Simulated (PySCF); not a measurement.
C5H8NO, SMILES CN1[CH]CCC1=O, multiplicity 2. Coordinates come from a PBE0-D3(BJ)/def2-SVP optimisation. The isomer is the one that the SMILES or the coordinates give; other isomers of the formula were not compared. The values are those of a single conformer.

### Question
Give the equilibrium geometry at PBE0-D3(BJ)/def2-SVP (PySCF confirms it by a frequency run) as a Z-matrix. (The exact figures need the calculation; the answer reports its results.)

### Answer
This is not unique; one that fits is 
```
N
C 1 1.3818
O 2 1.2102 1 125.13
C 1 1.3843 2 113.29 3 178.95
H 4 1.0906 1 119.17 2 164.51
C 1 1.4362 2 121.82 3 2.10
H 6 1.0981 1 107.45 2 -2.59
H 6 1.1018 7 109.37 1 -120.52
H 6 1.1018 7 109.36 8 -118.89
C 4 1.4964 5 126.06 1 149.12
H 10 1.1014 4 112.82 5 69.13
H 10 1.1078 11 106.19 4 121.79
C 2 1.5188 3 128.15 1 177.78
H 13 1.0983 2 110.21 3 46.21
H 13 1.1026 14 106.88 2 116.02
```
Charge 0, spin multiplicity 2.
